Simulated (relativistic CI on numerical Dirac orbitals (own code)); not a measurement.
Hyperfine structure of Os XXVIII, mass number 189

Method of calculation: Dirac-Coulomb-Breit CI, orbitals from a KLI potential per configuration, QED by a radiative potential, unscaled Slater integrals (own radial code, finite nucleus).

Configurations in the expansion (outside the closed core [Ar] 3d10 4s2): 4p6 4d10 4f3, 4p6 4d10 4f2 5s, 4p6 4d9 4f4, 4p6 4d10 4f 5s2, 4p6 4d10 4f2 5p, 4p6 4d10 4f 5s 5p, 4p5 4d10 4f4, 4p6 4d10 4f2 5d, 4p6 4d10 4f 5p2, 4p6 4d10 4f 5s 5d, 4p6 4d10 4f 5p 5d, 4p6 4d9 4f2 5s2, 4p6 4d10 4f2 5f, 4p6 4d10 4f2 6s, 4p6 4d10 4f 5d2, 4p6 4d10 4f2 6p. Levels of other configurations are missing.

Nuclear spin I = 3/2, μ = 0.6576 μN, Q = 0.86 b (tables of Stone and Pyykkö). The electronic factors are computed for point nuclear moments, without core polarisation or the Bohr-Weisskopf and QED corrections.

```json
{"Level": "4p6 4d10 4f3 4I°_9/2", "E (cm⁻¹)": "0.0", "A (MHz)": "2076", "B (MHz)": "1150"}
{"Level": "4p6 4d10 4f3 4I°_11/2", "E (cm⁻¹)": "24743.7", "A (MHz)": "1607", "B (MHz)": "1460"}
{"Level": "4p6 4d10 4f3 4F°_3/2", "E (cm⁻¹)": "40122.3", "A (MHz)": "2205", "B (MHz)": "-666"}
{"Level": "4p6 4d10 4f3 4I°_13/2", "E (cm⁻¹)": "45083.3", "A (MHz)": "1396", "B (MHz)": "2050"}
{"Level": "4p6 4d10 4f3 4F°_5/2", "E (cm⁻¹)": "56584.5", "A (MHz)": "1583", "B (MHz)": "626"}
{"Level": "4p6 4d10 4f3 4I°_15/2", "E (cm⁻¹)": "62154.4", "A (MHz)": "1305", "B (MHz)": "2890"}
{"Level": "4p6 4d10 4f3 4G°_5/2", "E (cm⁻¹)": "65479.5", "A (MHz)": "2015", "B (MHz)": "-2210"}
{"Level": "4p6 4d10 4f3 4G°_7/2", "E (cm⁻¹)": "77145.9", "A (MHz)": "1376", "B (MHz)": "1680"}
```

Levels with J = 0, under 50 % of one LS term, or S terms without an open s electron are left out. Small factors come from cancelling terms and can be off by tens of per cent or more.

At this charge energies of transitions that change n are usually good to better than 1 %, and those within a shell (Δn = 0) to a few per cent. Terms inside the open d or f shell come out 10 to 20 % too wide with unscaled integrals.

(1) Give the hyperfine levels of 4p6 4d10 4f3 4I°_9/2 relative to its centre of gravity.

Results:

(1) With K = F(F + 1) − I(I + 1) − J(J + 1), E = AK/2 + B[¾K(K + 1) − I(I + 1)J(J + 1)]/[2I(2I − 1)J(2J − 1)]: F = 3: -16600, F = 4: -9063, F = 5: 1077, F = 6: 14300 MHz.

LS names give the leading component of a level, which can be under half, so a name can repeat, a term be missing and a line seem to break the LS rules.
